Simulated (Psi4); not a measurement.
Internal rotation in SMILES [SiH2]([SiH2]F)Cl. Scanned: dihedral F1–Si2–Si3–Cl4; all other coordinates were relaxed at B3LYP-D3(BJ)/def2-SVP. Points at φ and −φ are mirror images. Heavy atoms are numbered in the order of the SMILES F[SiH2][SiH2]Cl, hydrogens after them in the order of the atoms that carry them; the mirror image has the same energies with the sign of each dihedral reversed.

Methods: PBE/def2-TZVP // B3LYP-D3(BJ)/def2-SVP (Psi4); PBE-D3(BJ)/def2-TZVP // B3LYP-D3(BJ)/def2-SVP (Psi4); M06-2X/def2-TZVP // B3LYP-D3(BJ)/def2-SVP (Psi4); MP2/cc-pVTZ = DF-MP2 (frozen core)/cc-pVTZ // B3LYP-D3(BJ)/def2-SVP in Psi4 1.11.

Energies relative to the lowest point of each profile, in kJ/mol; the last columns give the difference from MP2:

```
φ / °  PBE/def2-TZVP  PBE-D3(BJ)/def2-TZVP  M06-2X/def2-TZVP  MP2/cc-pVTZ  PBE/def2-TZVP − MP2/cc-pVTZ  PBE-D3(BJ)/def2-TZVP − MP2/cc-pVTZ  M06-2X/def2-TZVP − MP2/cc-pVTZ
-----  -------------  --------------------  ----------------  -----------  ---------------------------  ----------------------------------  ------------------------------
-150            2.03                  2.11              2.19         2.26                        -0.22                               -0.15                           -0.07
-120            4.08                  4.24              4.42         4.71                        -0.62                               -0.47                           -0.28
-90             2.58                  2.71              3.20         3.25                        -0.67                               -0.54                           -0.06
-60             1.65                  1.70              2.13         2.05                        -0.40                               -0.35                            0.09
-30             4.39                  4.44              4.69         4.72                        -0.34                               -0.29                           -0.04
0               6.69                  6.75              6.86         7.02                        -0.33                               -0.27                           -0.16
30              4.39                  4.44              4.69         4.72                        -0.34                               -0.29                           -0.04
60              1.65                  1.70              2.13         2.05                        -0.40                               -0.35                            0.09
90              2.58                  2.71              3.20         3.25                        -0.67                               -0.54                           -0.06
120             4.08                  4.24              4.42         4.71                        -0.62                               -0.47                           -0.28
150             2.03                  2.11              2.19         2.26                        -0.22                               -0.15                           -0.07
180             0.00                  0.00              0.00         0.00                         0.00                                0.00                            0.00
```

PBE/def2-TZVP is furthest from MP2/cc-pVTZ at -90 (-0.67 kJ/mol, below); its mean absolute difference over the points is 0.40 kJ/mol.

PBE-D3(BJ)/def2-TZVP is furthest from MP2/cc-pVTZ at -90 (-0.54 kJ/mol, below); its mean absolute difference over the points is 0.32 kJ/mol.

M06-2X/def2-TZVP is furthest from MP2/cc-pVTZ at -120 (-0.28 kJ/mol, below); its mean absolute difference over the points is 0.10 kJ/mol.
